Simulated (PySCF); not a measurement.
## Assignment exercise: C4H13FSi4

Mapped SMILES: `[CH2:1]=[C:2]([CH3:3])[Si@@:4]1([F:5])[SiH2:6][SiH2:7][Si@H:8]1[CH3:9]`. Hydrogens are named by the atom that carries them. Ha(C1) is cis to C3; Ha(Si6), Ha(Si7) are cis to C9 on the ring; Hb(C1) is trans to C3; Hb(Si6), Hb(Si7) are trans to C9 on the ring.

[PySCF 2.14.0 with density-fitted response routines: coordinates at the GFN2-xTB level; σ from GIAO-PBE0/pcSseg-1; single conformer; fast rotation and ring inversion assumed for equivalent nuclei; in vacuum; non-relativistic Hamiltonian]

Shifts are taken against calculated references (same method and geometry level): TMS for ¹³C and ¹H.

Q: Assign these signals to the numbered atoms. ¹³C{¹H} NMR (computed): δ 151.7, 134.4, 24.4, -7.3.

A: 
```tsv
δ (ppm)	atoms	environment	reason
151.7	C2	fully substituted alkene carbon	as expected for a trigonal carbon in a double bond
134.4	C1	terminal =CH2 carbon	an sp2 carbon of a C=C bond
24.4	C3	allylic methyl carbon	saturated and bonded to C and H only
-7.3	C9	methyl carbon bonded to Si	an electropositive neighbour leaves it electron-rich and shielded
```

Q: Assign these signals to the numbered atoms. ¹H NMR (400 MHz, computed): δ 6.23 (m, 1H), 5.92 (m, 1H), 5.08 (m, 1H), 4.25 (m, 1H), 4.11 (m, 1H), 3.96 (m, 1H), 3.72 (m, 1H), 1.93 (s, 3H), 0.33 (d, 3H).

A: 
| δ (ppm) | atoms | environment | reason |
| --- | --- | --- | --- |
| 6.23 | Ha(C1) | hydrogen on a terminal =CH2 carbon | a vinylic proton, deshielded by the sp2 carbon and the C=C anisotropy |
| 5.92 | Hb(C1) | hydrogen on a terminal =CH2 carbon | – |
| 5.08 | H(Si8) | hydrogen on a silicon bonded to C, 2 Si, in a 4-membered ring | – |
| 4.25 | Hb(Si6) | hydrogen on a silicon bonded to 2 Si, in a 4-membered ring | – |
| 4.11 | Ha(Si6) | hydrogen on a silicon bonded to 2 Si, in a 4-membered ring | – |
| 3.96 | Hb(Si7) | hydrogen on a silicon bonded to 2 Si, in a 4-membered ring | – |
| 3.72 | Ha(Si7) | hydrogen on a silicon bonded to 2 Si, in a 4-membered ring | – |
| 1.93 | H(C3) | hydrogen on an allylic methyl carbon | allylic position |
| 0.33 | H(C9) | hydrogen on a methyl carbon bonded to Si | an electropositive neighbour shields it, as in TMS itself |

Splittings by ¹⁹F in the carbon and heteronuclear signals aren't shown, as no couplings were computed. Shifts are as computed. Against solution values, carbons near 30 ppm lie about +3 ppm off and those near 130 ppm about +5 ppm. Of 1309 compounds with measured shifts, 239 miss one by over three times the rms of a fit or turn the order of signals round; such compounds aren't used in these exercises. No couplings were computed; multiplicities are counted from neighbouring protons, with m where these are inequivalent, close in shift, in a saturated or five-membered ring or joined by F or P, and br s for small geminal =CH2 splittings.
